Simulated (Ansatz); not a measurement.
Geometry optimisation, Ansatz 0.2.0, RKS PBE0-D4/def2-SVP.

Input:

```yaml
crystal:
  periodic: [false, false, false]
  atoms:
    - { symbol: Si, position_ang: [-0.0584, 1.4535, 0.3475] }
    - { symbol: "N", position_ang: [0.3759, -0.6205, 0.2953] }
    - { symbol: C, position_ang: [-0.637, -1.5528, -0.1419] }
    - { symbol: "N", position_ang: [1.0849, 1.3602, -0.8271] }
    - { symbol: H, position_ang: [1.1177, 0.0304, -0.6149] }
    - { symbol: F, position_ang: [0.1029, 1.9667, 1.8525] }
    - { symbol: F, position_ang: [-1.6392, 1.6344, 0.2066] }
    - { symbol: H, position_ang: [0.8898, -0.9676, 1.092] }
    - { symbol: H, position_ang: [-1.3608, -1.7669, 0.6493] }
    - { symbol: H, position_ang: [-0.1907, -2.4967, -0.4659] }
    - { symbol: H, position_ang: [-1.1705, -1.1158, -0.9816] }
    - { symbol: H, position_ang: [1.4855, 2.0751, -1.4118] }
basis:
  gaussian: { orbitals: def2-SVP }
hamiltonian:
  xc: pbe0
  dispersion: d4
relax:
  f_tol: 0.15
  max_steps: 25
  restrain:
    - { distance: [4, 1], at: 1.02, k: 30.0 }
    - { distance: [0, 1], at: 3.12, k: 30.0 }
    - { distance: [4, 3], at: 2.32, k: 30.0 }
output:
  orbitals: {}
```

Command:

```bash
$ ansatz run input.yaml --threads 2 --pin off --max-ram 3072MiB --backend cpu --events-out ev --progress --plain --runs-dir out
```

Where does it end, and by what steps?

It converged. The restraints hold the end off the free minimum. After 17 steps the energy has risen by 0.660 eV (the restraints' own energy left out); F7 moved furthest, 0.89 Å. Joined: N2–H5 (1.34 → 1.02 Å).

| step | energy less start (eV) | largest force component (eV/Å) | accepted |
| --- | --- | --- | --- |
| 0 | 0.0000 | 3.628 | yes |
| 1 | 0.7459 | 4.972 | yes |
| 2 | 0.9471 | 3.551 | yes |
| 3 | 1.2207 | 2.337 | yes |
| 4 | 1.0430 | 1.639 | yes |
| 5 | 0.9730 | 1.399 | yes |
| 6 | 0.8714 | 0.991 | yes |
| 7 | 0.8500 | 0.780 | yes |
| 8 | 0.8593 | 1.326 | no |
| 9 | 0.8271 | 0.860 | yes |
| 10 | 0.8071 | 0.803 | yes |
| 11 | 0.7966 | 0.899 | yes |
| 12 | 0.7813 | 0.813 | yes |
| 13 | 0.7609 | 1.456 | yes |
| 14 | 0.7245 | 0.798 | yes |
| 15 | 0.6774 | 0.723 | yes |
| 16 | 0.6722 | 0.717 | yes |
| 17 | 0.6604 | 0.670 | yes |

```xyz
12
Properties=species:S:1:pos:R:3
Si -0.007 2.177 0.334
N 0.268 -0.903 0.501
C -0.520 -1.846 -0.258
N 1.123 1.850 -0.723
H 0.922 -0.378 -0.083
F 0.322 2.319 1.887
F -1.566 2.526 0.221
H 0.792 -1.347 1.250
H -1.279 -2.316 0.387
H 0.055 -2.662 -0.740
H -1.065 -1.314 -1.053
H 0.955 1.894 -1.723
```

Time of the run: 32 s on 2 threads of Intel(R) Xeon(R) 6975P-C (Granite Rapids) (shared host), peak memory 0.3 GiB.
